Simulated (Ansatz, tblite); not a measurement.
Forces on the cluster Al4H5⁺ at its B3LYP-D4/def2-SVP geometry. Total charge 1; singlet.

The xTB rows come from tblite. Another isomer (singlet) lies 0.54 eV lower at PBE0-D4/def2-TZVP; other spin states weren't run for this one.

GFN1-xTB (tblite), largest force 1.75 eV/Å:

```xyz
9
positions Å, forces eV/Å
Al    0.693    4.137    1.328    0.024    0.153    0.049
Al    0.238    1.345    0.434   -0.261   -1.645   -0.525
Al   -0.179   -1.106   -0.353    0.022    0.197    0.060
Al   -0.605   -3.517   -1.132   -0.019   -0.049   -0.018
H     0.939   -2.002   -1.160    0.321    0.115   -0.084
H    -0.500    2.415    1.479   -0.372    0.465    0.494
H    -1.386   -1.496   -1.398   -0.216    0.199   -0.133
H    -0.546   -2.326    0.685   -0.032    0.032    0.331
H     1.345    2.551    0.117    0.534    0.534   -0.175
```

GFN2-xTB (tblite), largest force 0.37 eV/Å:

```
Al -0.054 -0.310 -0.100
Al -0.070 -0.294 -0.105
Al 0.046 0.244 0.076
Al -0.012 -0.066 -0.022
H 0.228 -0.077 -0.132
H 0.005 0.333 0.162
H -0.203 -0.026 -0.150
H -0.074 -0.144 0.205
H 0.134 0.340 0.066
```

PBE-D4/def2-TZVP (Ansatz), largest force 0.24 eV/Å:

```
Al -0.012 -0.068 -0.022
Al -0.012 -0.066 -0.021
Al 0.016 0.019 0.009
Al 0.041 0.221 0.071
H 0.067 -0.121 -0.075
H -0.081 0.113 0.113
H -0.099 -0.086 -0.088
H -0.041 -0.140 0.050
H 0.121 0.127 -0.036
```
